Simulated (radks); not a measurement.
Results of a calculation; reference values are marked as such.
The aluminium anion Al- inside a hard spherical wall (all orbitals vanish at R), configuration held at [Ne] 3s2 3p2 and not refilled when levels cross. Code: a radial shooting solver on a logarithmic mesh with Libxc functionals. Model: non-relativistic Kohn-Sham, LDA (Slater exchange, VWN5 correlation), spin-polarised, spherical densities, point nucleus; open shells are filled with parallel spins first. Eigenvalues in eV for spin up, with the zero of energy where the potential of the charges vanishes at infinity; a dash marks a level that is unbound or too diffuse for the functional's potential to be trusted. A positive occupied level is held by the wall or, in an anion where self-interaction has pushed it up, behind a barrier. The pressure on the wall is -dE/dV.

R (bohr) = 15: E (hartree) -241.34362; kinetic (hartree) 240.694; e(2s) -101.61; e(2p) -64.313; e(3s) -3.040; e(3p) 1.429; e(4s, empty) 2.327; e(4p, empty) 3.157; pressure (GPa) 0.00720
R (bohr) = 10: E (hartree) -241.33224; kinetic (hartree) 240.730; e(2s) -100.67; e(2p) -63.376; e(3s) -2.317; e(3p) 2.131; e(4s, empty) 4.373; e(4p, empty) 6.307; pressure (GPa) 0.141
R (bohr) = 7: E (hartree) -241.27871; kinetic (hartree) 240.916; e(2s) -98.488; e(2p) -61.193; e(3s) -0.865; e(3p) 3.843; e(4s, empty) 9.685; e(4p, empty) 13.212; pressure (GPa) 2.08
R (bohr) = 5: E (hartree) -241.04310; kinetic (hartree) 241.679; e(2s) -93.354; e(2p) -56.054; e(3s) 2.685; e(3p) 8.316; e(4s, empty) 23.435; e(4p, empty) 28.948; pressure (GPa) 24.6
R (bohr) = 3: E (hartree) -239.01457; kinetic (hartree) 246.856; e(2s) -75.591; e(2p) -38.238; e(3s) 22.276; e(3p) 31.580; e(4s, empty) 92.231; e(4p, empty) 99.779; pressure (GPa) 741
R (bohr) = 2.5: E (hartree) -236.87036; kinetic (hartree) 251.789; e(2s) -65.383; e(2p) -27.900; e(3s) 40.389; e(3p) 51.489; e(4s, empty) 148.42; e(4p, empty) 154.25; pressure (GPa) 2340
R (bohr) = 2: E (hartree) -231.74768; kinetic (hartree) 263.173; e(2s) -48.380; e(2p) -10.236; e(3s) 81.593; e(3p) 93.787; e(4s, empty) 262.95; e(4p, empty) 261.10; pressure (GPa) 9420
R (bohr) = 1.5: E (hartree) -216.66879; kinetic (hartree) 295.145; e(2s) -12.528; e(2p) 28.223; e(3s) 195.33; e(3p) 201.07; e(4s, empty) 541.53; e(4p, empty) 509.70; pressure (GPa) 55000
